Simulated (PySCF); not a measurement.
B2H3N, B2ClH2N, B2H3NO, AlB2H3N (calculated)

All values are calculated (PySCF 2.14.0). Calculation on a computer-drawn molecule: the log of a Hartree-Fock and frozen-core CCSD(T) single point meant for a local Hartree-Fock minimum, with one planted fault or none, to be diagnosed. Offsets are logged minus clean, where the clean run is the same molecule without the fault. The reference is restricted for singlets and unrestricted otherwise, and also for a bond in bohr or an excited solution. Adding or removing an electron swaps singlet and doublet. The excited solution moves the top pair (singlet) or top alpha electron (doublet) to the lowest empty orbital. Highest occupied and lowest empty are orbital energies over both spins, largest force is the largest gradient component, triples share is (T) over the correlation energy, the T1 limit is 0.02 restricted and 0.045 unrestricted, electrons count all cores, a negative frequency is imaginary (commonest isotopes), and the dipole is about the centre of nuclear charge.

Common to all runs: meant multiplicity 1; logged SCF converged yes; possible faults no fault, one electron removed, one electron added, multiplicity raised by two, geometry at a saddle point, SCF held on an excited solution, minimal basis STO-3G, one bond length entered in bohr, all coordinates scaled.

```yaml
- entry: 1
  formula: B2H3N
  logged_structure:
    atoms_angstrom:
      - [B, -0.5989, 0.4028, -1.264]
      - ["N", 0.4679, 0.7995, -1.5921]
      - [B, 1.6779, 1.2495, -1.9639]
      - [H, -1.605, 0.0285, -0.9545]
      - [H, 1.7745, 2.2596, -2.4976]
      - [H, 2.6135, 0.6234, -1.7473]
  given:
    meant_charge: 0
    meant_basis: cc-pVDZ
    logged_electrons: 20
    logged_basis_functions: 57
    logged_spin_squared: 0.0
    "logged_highest_occupied [eV]": -10.814
    "logged_lowest_empty [eV]": 2.4076
    "logged_largest_force [hartree/bohr]": 0.076922
    logged_T1_diagnostic: 0.013428
    logged_D1_diagnostic: 0.033113
    logged_triples_share: 0.031509
    logged_CC_converged: "yes"
    "logged_dipole_magnitude [debye]": 1.835
    logged_SCF_stable_within_its_kind: "yes"
    "logged_energy_HF [hartree]": -105.5816
    "logged_energy_CCSD(T) [hartree]": -105.93403
    drawn_bonds_atom: [1, 2, 1, 3, 3]
    drawn_bonds_other_atom: [2, 3, 4, 5, 6]
    drawn_bonds_order: [2, 1, 1, 1, 1]
  results:
    planted_fault: "all coordinates scaled, by -4.6 %"
    "HF_energy_offset_from_clean_run [kcal/mol]": 9.391
    "CCSD(T)_energy_offset_from_clean_run [kcal/mol]": 14.14
- entry: 2
  formula: B2ClH2N
  logged_structure:
    atoms_angstrom:
      - [B, -1.2534, -0.5228, -0.7835]
      - ["N", -0.9802, 0.3333, 0.0742]
      - [B, -0.6577, 1.3074, 1.0228]
      - [Cl, -1.3358, 1.2276, 2.6677]
      - [H, -1.5114, -1.3294, -1.5915]
      - [H, 0.0709, 2.2208, 0.7869]
  given:
    meant_charge: 0
    meant_basis: "cc-pV(D+d)Z"
    logged_electrons: 35
    logged_basis_functions: 75
    logged_spin_squared: 0.76
    "logged_highest_occupied [eV]": -17.176
    "logged_lowest_empty [eV]": -8.3025
    "logged_largest_force [hartree/bohr]": 0.076794
    logged_T1_diagnostic: 0.036094
    logged_D1_diagnostic: 0.19601
    logged_triples_share: 0.031933
    logged_CC_converged: "yes"
    "logged_dipole_magnitude [debye]": 8.8231
    logged_SCF_stable_within_its_kind: "yes"
    "logged_energy_HF [hartree]": -564.22321
    "logged_energy_CCSD(T) [hartree]": -564.6815
    drawn_bonds_atom: [1, 2, 3, 1, 3]
    drawn_bonds_other_atom: [2, 3, 4, 5, 6]
    drawn_bonds_order: [2, 1, 1, 1, 1]
  results:
    planted_fault: "one electron removed"
    "HF_energy_offset_from_clean_run [kcal/mol]": 225.2
    "CCSD(T)_energy_offset_from_clean_run [kcal/mol]": 251.7
- entry: 3
  formula: B2H3NO
  logged_structure:
    atoms_angstrom:
      - [B, -1.7985, -0.3597, 0.0009]
      - ["N", -0.8711, -1.0287, 0.3506]
      - [B, 0.1639, -1.8112, 0.7914]
      - [O, 1.2729, -1.8618, 0.0993]
      - [H, -2.676, 0.2738, -0.3303]
      - [H, 0.0584, -2.4263, 1.773]
      - [H, 1.9001, -2.4082, 0.4731]
  given:
    meant_charge: 0
    meant_basis: cc-pVDZ
    logged_electrons: 28
    logged_basis_functions: 71
    logged_spin_squared: 0.0
    "logged_highest_occupied [eV]": -11.338
    "logged_lowest_empty [eV]": 3.4865
    "logged_largest_force [hartree/bohr]": 0.046917
    logged_T1_diagnostic: 0.015547
    logged_D1_diagnostic: 0.044417
    logged_triples_share: 0.029133
    logged_CC_converged: "yes"
    "logged_dipole_magnitude [debye]": 0.50834
    logged_SCF_stable_within_its_kind: "yes"
    "logged_energy_HF [hartree]": -180.52587
    "logged_energy_CCSD(T) [hartree]": -181.06468
    drawn_bonds_atom: [1, 2, 3, 1, 3, 4]
    drawn_bonds_other_atom: [2, 3, 4, 5, 6, 7]
    drawn_bonds_order: [2, 1, 1, 1, 1, 1]
  results:
    planted_fault: "all coordinates scaled, by -3.4 %"
    "HF_energy_offset_from_clean_run [kcal/mol]": 6.651
    "CCSD(T)_energy_offset_from_clean_run [kcal/mol]": 11.56
- entry: 4
  formula: AlB2H3N
  logged_structure:
    atoms_angstrom:
      - [B, -2.2654, 0.8421, -2.5528]
      - ["N", -1.5379, -0.0663, -2.0232]
      - [B, -0.7972, -0.9928, -1.4832]
      - [Al, 0.463, -2.5695, -0.5644]
      - [H, -2.9301, 1.672, -3.0366]
      - [H, -0.2115, -3.2315, 0.6717]
      - [H, 1.8188, -2.7601, -1.3038]
  given:
    meant_charge: 1
    meant_basis: "cc-pV(D+d)Z"
    logged_electrons: 32
    logged_basis_functions: 80
    logged_spin_squared: 0.0
    "logged_highest_occupied [eV]": -9.9466
    "logged_lowest_empty [eV]": -13.047
    "logged_largest_force [hartree/bohr]": 0.10373
    logged_CC_converged: "no"
    "logged_dipole_magnitude [debye]": 2.0023
    logged_SCF_stable_within_its_kind: "no"
    "logged_energy_HF [hartree]": -346.70228
    drawn_bonds_atom: [1, 2, 3, 1, 4, 4]
    drawn_bonds_other_atom: [2, 3, 4, 5, 6, 7]
    drawn_bonds_order: [2, 1, 1, 1, 1, 1]
  results:
    planted_fault: "SCF held on an excited solution"
    "HF_energy_offset_from_clean_run [kcal/mol]": 357.9
  notes: ["CCSD not converged"]
```
